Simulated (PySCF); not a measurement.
# Ni+ (nickel, charge +1): UHF calculation

Configuration: [Ar] 3d9, 2D determinant. All numbers are calculated (PySCF 2.14, the spin-free X2C one-electron Hamiltonian (Gaussian nucleus), in x2c-SVPall).

- Total energy: -1518.532645 hartree
- One-electron energy: -2105.8825 hartree
- Hartree (Coulomb) energy: 649.8169 hartree
- Exchange energy: -62.4670 hartree
- ⟨S²⟩: 0.7527
- ⟨L²⟩: 6.018
- Sum of ⟨r⟩: 17.48 bohr
- Sum of ⟨r²⟩: 19.33 bohr²
- Traceless quadrupole moment −½Σ⟨3z² − r²⟩ along its main axis: -0.475 e·bohr²
- Langevin diamagnetic susceptibility: -15.3 ×10⁻⁶ cm³/mol
- Time after the integrals: 0.09 s of wall time on 1 thread of Neoverse-V2 (shared host)

```csv
shell,electrons,mean orbital energy (eV),spread (eV),"rms radius, mean of both spins (bohr)"
1s α,1,-8403.2,0,0.0624
1s β,1,-8403.1,0,0.0624
2s α,1,-1052.4,0,0.265
2s β,1,-1051.5,0,0.265
2p α,3,-902.02,1.013,0.238
2p β,3,-901.07,0.006,0.238
3s α,1,-139.68,0,0.799
3s β,1,-137.03,0,0.799
3p α,3,-94.261,2.152,0.854
3p β,3,-91.086,1.384,0.854
3d α,5,-21.432,2.603,1.21
3d β,4,-19.858,2.061,1.21
```

Densities and radii are taken from the X2C orbitals without a picture-change correction, which distorts them close to the nucleus.
